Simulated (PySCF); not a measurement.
C3H3, SMILES C#C[CH2] (connectivity only; charge and spin as stated), charge +1, multiplicity 1.

The structure is a stationary point at PBE0-D3(BJ)/def2-TZVP. The multiplicity is an assumed one; other spin states were not compared. The isomer is the one that the SMILES or the coordinates give; other isomers of the formula were not compared.

The numbers are results of PySCF with B3LYP/def2-TZVPD, not measurements.

```yaml
total_energy: -115.73429 hartree
point_group: C2v
highest_occupied_level: -15.20 eV
lowest_empty_level: -11.26 eV
orbital_gap: 3.94 eV
dipole_moment_about_the_centre_of_nuclear_charge: 0.088 e·Å
mean_static_polarisability: 30.2 bohr³ (4.47 Å³)
polarisability_principal_values: 18.2, 20.9, 51.5 bohr³
```
